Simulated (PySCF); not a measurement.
## Spinor energies of Mn³⁺ (manganese, charge +3)

Start: [Ar] 3d4; 3d5/2 filled at m_j = -1/2, +1/2, +3/2, +5/2. Calculated with PySCF 2.14 in x2c-SVPall-2c with one added diffuse shell each of s, d type (6s5p4d1f, 48 functions): generalised Hartree-Fock with the X2C-1e Hamiltonian and a Gaussian nucleus; one run each with spin-orbit coupling (SO) switched off, then screened by Boettger's factors. This is a chosen level, not necessarily the ground level.

```csv
spinor shell,electrons,"ε, spin-free (eV)","ε, screened SO (eV)",weight of nominal j (screened SO),"rms radius, screened SO (bohr)"
1s1/2,2,-6635.8,-6635.7,1.000,0.0704
2s1/2,2,-842.65,-842.66,1.000,0.302
2p1/2,2,-716.64,-723.82,0.984,0.271
2p3/2,4,-716.64,-713.12,0.992,0.274
3s1/2,2,-142.53,-142.54,1.000,0.912
3p3/2,4,-104.33,-104.62,0.832,0.978
3p1/2,2,-104.33,-103.78,0.663,0.975
3d5/2,4,-53.597,-53.587,0.690,1.13
```

```csv
quantity,spin-free,screened SO
E (hartree),-1155.24186,-1155.25053
M_J,4,4
⟨J²⟩,20.004,20.004
⟨L²⟩,6.003,6.008
⟨S²⟩,6.000,5.998
```

Each row is a mean over spinors that exchange with the open shell spreads, by up to 14.416 eV (3p3/2).

Rows whose weight is well below 1 are mixtures of j = l ± 1/2: exchange outweighs spin-orbit coupling there, and the label is only the starting occupation.

Without spin-orbit coupling the j labels of p, d and f shells carry no meaning; the spin-free column gives the mean over the occupied spinors of each nl shell.
